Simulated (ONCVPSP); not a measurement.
**Before and after: ONCV potential for scandium**

ONCVPSP 4.0.1 input, shortened (lines: element, Z, core and valence counts, functional; n l f; lmax; l rc ep ncon nbas qcut; lloc lpopt rc5 dvloc0; l nproj debl; icmod fcfact rcfact), PBEsol, scalar-relativistic:

```
  Sc 21.00    5    2  -116133      upf
    1    0    2.00
    2    0    2.00
    2    1    6.00
    3    0    2.00
    3    1    6.00
    3    2    1.00
    4    0    2.00
    2
    0    3.05    0.00    3    6    1.70
    1    2.40    0.09    4    7    3.90
    2    2.70    0.00    4    8    6.70
    1    5    2.40    0.00
    0    2    0.70
    1    0    3.80
    2    2    1.70
    1    0.25    0.00
```

All-electron outer shells of the reference configuration (PBEsol, scalar-relativistic, ld1.x):

| shell | level (eV) | outermost node (bohr) | outermost maximum (bohr) |
| --- | --- | --- | --- |
| 3p | -33.55 | 0.39 | 0.97 |
| 4s | -4.19 | 1.33 | 3.10 |
| 3d | -3.25 | – | 1.10 |

Change: d: nproj 1.

Cutoffs: the cutoffs (Ha) at which the residual kinetic energy of the hardest occupied pseudo-wave falls to 1 and 0.1 mHa per electron; they do not see the model core or the augmentation charge, which bear on the density cutoff. Errors are all-electron minus pseudo energies relative to the spin-unpolarised reference configuration.

Problem. What does the change do?

Solution. The potential gets neither clearly harder nor softer (15 Ha and 17 Ha → 15 Ha and 17 Ha); of the 4 tests that both files solve, the error grows in 3 and shrinks in 0 by more than 15 % and 0.3 meV (median size 24.7 → 33.7 meV); neither file shows a bound ghost.

```tsv
quantity	base	changed
cutoff, loose	15 Ha	15 Ha
cutoff, tight	17 Ha	17 Ha
bound ghosts	none	none
GHOST(+) flags under 300 eV	s at 3.9 eV	s at 3.9 eV
error for 3d1 4s1, meV [ΔE 6.90 eV]	-4.5	-6.4
error for 3d1 4s0, meV [ΔE 19.55 eV]	-45	-61
error for 3d1 4s1.5, meV [ΔE 2.76 eV]	-0.6	-0.9
error for 3d0 4s2, meV [ΔE 8.40 eV]	+243	+244
s: phases at 3.09 bohr within 0.05 rad from the reference energy up to (Ha; the scan ends near 5)	1.7	1.7
p: phases at 2.43 bohr within 0.05 rad from the reference energy up to (Ha; the scan ends near 5)	0.3	0.3
d: phases at 2.74 bohr within 0.05 rad from the reference energy up to (Ha; the scan ends near 5)	0.5	0.1
rms error of d²Exc/dni dnj with the model core, mHa	10.07	10.07
```
